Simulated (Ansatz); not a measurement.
Born–Oppenheimer molecular dynamics of BClH$_{2}$O$_{2}$ (6 atoms, charge 0, multiplicity 1). It goes on from the last frame of an earlier run, with new velocities.

Level of theory: RKS PBE-D4/def2-SVP (Ansatz).

```
ensemble        : NVT, Langevin thermostat
time step       : 0.5 fs
steps asked     : 150
set temperature : 50 K
friction        : 0.005 /fs
seed            : 677430
```

First frame:

```xyz
6
Properties=species:S:1:pos:R:3
B 0.047 -0.221 0.088
Cl -0.201 0.162 1.803
O 1.351 -0.286 -0.339
H 1.436 -0.293 -1.330
O -0.996 -0.509 -0.828
H -1.820 -0.704 -0.350
```

Question: How far do the bonds stretch over the last three quarters of this one trajectory? (Pairs bonded in most of those frames.)

Answer: 
| bond | mean (Å) | spread (Å) | shortest | longest |
| --- | --- | --- | --- | --- |
| B1–Cl2 | 1.787 | 0.025 | 1.74 | 1.83 |
| B1–O3 | 1.358 | 0.012 | 1.34 | 1.38 |
| B1–O5 | 1.368 | 0.012 | 1.35 | 1.39 |
| O3–H4 | 0.977 | 0.014 | 0.95 | 1.00 |
| O5–H6 | 0.973 | 0.011 | 0.96 | 0.99 |

Mean temperature of the second half: 92 K. The mean temperature of the second half is 85 % above the set value. A run of 0.075 ps of so small a system gives no equilibrium averages.

Time of the run: 2.9 min on 1 thread of Arm Neoverse V2, with other jobs on the host, peak memory 0.11 GiB.
